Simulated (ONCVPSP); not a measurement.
**Transferability test, ONCV potential for aluminium (Al)**

ONCVPSP 4.0.1 input, shortened (lines: element, Z, core and valence counts, functional; n l f; lmax; l rc ep ncon nbas qcut; lloc lpopt rc5 dvloc0; l nproj debl; icmod fcfact rcfact), PW91, scalar-relativistic:

```
  Al 13.00    3    1  -109134      upf
    1    0    2.00
    2    0    2.00
    2    1    6.00
    3    0    1.00
    2
    0    2.00    0.00    4    7    3.80
    1    1.65    0.24    4    8    5.30
    2    1.65    0.43    5    8    5.30
    2    5    1.65    0.00
    0    1    3.50
    1    2    2.60
    2    0    1.40
    3    3.50    1.00
```

In the p channel the program set the typed energies aside and used 0.050, 2.650 Ha.

Energies are relative to the spin-unpolarised reference configuration 3s1; without spin polarisation the order of configurations can differ from experiment.

| valence configuration | charge | ΔE all-electron (eV) | error AE − PS (meV) |
| --- | --- | --- | --- |
| 3s2 3p1 | 0 | -25.081 | +40 |
| 3s2 3p0.5 | +0.5 | -22.977 | +32 |
| 3s0 3p3 | 0 | -14.612 | +81 |

(1) What are ΔE and the potential's error for 3s2?

Note: ghosts flagged at negative energy: s at -48.2 eV; no localised positive-energy state flagged. A true bound ghost makes a file unfit for plane-wave use.

Answers

(1) ΔE = -19.278 eV all-electron; the error (AE − PS) is +19 meV.
